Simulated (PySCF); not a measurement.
boron atom (B), doublet; B3LYP/aug-cc-pVDZ in PySCF.

PySCF was given this input:
```python
from pyscf import gto, scf, dft

mol = gto.Mole()
mol.atom = '''
    B     0.000000    0.000000    0.000000
'''
mol.basis = 'aug-cc-pvdz'
mol.charge = 0
mol.spin = 1
mol.verbose = 4
mol.build()

mf = dft.UKS(mol)
mf.xc = 'b3lyp'
mf.kernel()
```

Output, abridged:

```
PySCF version 2.14.0

[INPUT] verbose = 4
[INPUT] num. atoms = 1
[INPUT] num. electrons = 5
[INPUT] charge = 0
[INPUT] spin (= nelec alpha-beta = 2S) = 1
[INPUT] symmetry False subgroup None
[INPUT] Mole.unit = angstrom
[INPUT] Symbol           X                Y                Z      unit          X                Y                Z       unit  Magmom
[INPUT]  1 B      0.000000000000   0.000000000000   0.000000000000 AA    0.000000000000   0.000000000000   0.000000000000 Bohr   0.0

nuclear repulsion = 0
number of shells = 8
number of NR pGTOs = 35
number of NR cGTOs = 23
basis = aug-cc-pvdz
ecp = {}

******** <class 'pyscf.dft.uks.UKS'> ********
method = UKS
initial guess = minao
damping factor = 0
level_shift factor = 0
DIIS = <class 'pyscf.scf.diis.CDIIS'>
diis_start_cycle = 1
diis_space = 8
diis_damp = 0
SCF conv_tol = 1e-09
SCF conv_tol_grad = None
SCF max_cycles = 50
direct_scf = True
direct_scf_tol = 1e-13
number electrons alpha = 3  beta = 2
XC library pyscf.dft.libxc version 7.1.2
    S. Lehtola, C. Steigemann, M. J. T. Oliveira, and M. A. L. Marques,  SoftwareX 7, 1–5 (2018)
XC functionals = b3lyp
    P. J. Stephens, F. J. Devlin, C. F. Chabalowski, and M. J. Frisch,  J. Phys. Chem. 98, 11623 (1994)
radial grids:
    Treutler-Ahlrichs [JCP 102, 346 (1995); DOI:10.1063/1.469408] (M4) radial grids

becke partition: Becke, JCP 88, 2547 (1988); DOI:10.1063/1.454033
pruning grids: <function nwchem_prune>
grids dens level: 3
symmetrized grids: False
atomic radii adjust function: <function treutler_atomic_radii_adjust>
small_rho_cutoff = 0
Set gradient conv threshold to 3.16228e-05
tot grids = 14048
init E= -24.6065818917434

cycle= 1 E= -24.6522948657036  delta_E= -0.0457  |g|= 0.0687  |ddm|= 0.564
cycle= 2 E= -24.6607232831864  delta_E= -0.00843  |g|= 0.0273  |ddm|= 0.222
cycle= 3 E= -24.6615477096483  delta_E= -0.000824  |g|= 0.00405  |ddm|= 0.0601
cycle= 4 E= -24.6615826216714  delta_E= -3.49e-05  |g|= 0.000248  |ddm|= 0.0135
cycle= 5 E= -24.6615827097123  delta_E= -8.8e-08  |g|= 2.54e-05  |ddm|= 0.000702
cycle= 6 E= -24.6615827107177  delta_E= -1.01e-09  |g|= 1.09e-06  |ddm|= 7.76e-05
cycle= 7 E= -24.6615827107238  delta_E= -6.08e-12  |g|= 5.22e-07  |ddm|= 5.46e-06
Extra cycle  E= -24.6615827107275  delta_E= -3.76e-12  |g|= 5.21e-07  |ddm|= 4.02e-06
converged SCF energy = -24.6615827107275  <S^2> = 0.75337548  2S+1 = 2.0033726
```
